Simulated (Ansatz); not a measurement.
`[SiH3][SiH2]SCS` and `SC[S][GeH3]` differ in one atom or group.

Ansatz, PBE0-D4/def2-TZVP geometries, multiplicity 1. Each molecule was computed in one conformer, which needn't be the lowest.

Scalar relativity is left out up to krypton.

```tsv
property	`[SiH3][SiH2]SCS`
size of the dipole moment (B3LYP/def2-TZVPP) / D	0.89
size of the dipole moment (ωB97M-V/def2-TZVPP) / D	0.85
HOMO–LUMO gap (PBE/def2-TZVPP) / eV	4.28
size of the dipole moment (PBE/def2-TZVPP) / D	0.99
LUMO energy (B3LYP/def2-TZVPP) / eV	-0.80
LUMO energy (PBE0/def2-TZVPP) / eV	-0.62
```

Problem. What does the change do to each property? (Estimate.)

Solution. Computed: 
| property | `SC[S][GeH3]` | shift |
| --- | --- | --- |
| size of the dipole moment (B3LYP/def2-TZVPP) / D | 1.77 | 0.88 |
| size of the dipole moment (ωB97M-V/def2-TZVPP) / D | 1.79 | 0.94 |
| HOMO–LUMO gap (PBE/def2-TZVPP) / eV | 4.61 | 0.33 |
| size of the dipole moment (PBE/def2-TZVPP) / D | 1.75 | 0.76 |
| LUMO energy (B3LYP/def2-TZVPP) / eV | -0.45 | 0.35 |
| LUMO energy (PBE0/def2-TZVPP) / eV | -0.21 | 0.41 |

Dipoles are sizes alone; their direction can turn.

B3LYP here is the variant with VWN-RPA as its local correlation; programs differ in this.
